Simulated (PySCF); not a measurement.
A structure optimised at PBE-D3(BJ)/def2-SVP, used in a PySCF frequency run:

```
As
F 1 1.7512
F 1 1.7512 2 96.52
F 1 1.7512 2 96.52 3 -97.36
```

### Question
Write its SMILES, formula and point group.

### Answer
F[As](F)F, AsF₃, C3v

### Question
What are its rotational constants (standard atomic weights)?

### Answer
5.5872, 5.5872, 3.8949 GHz
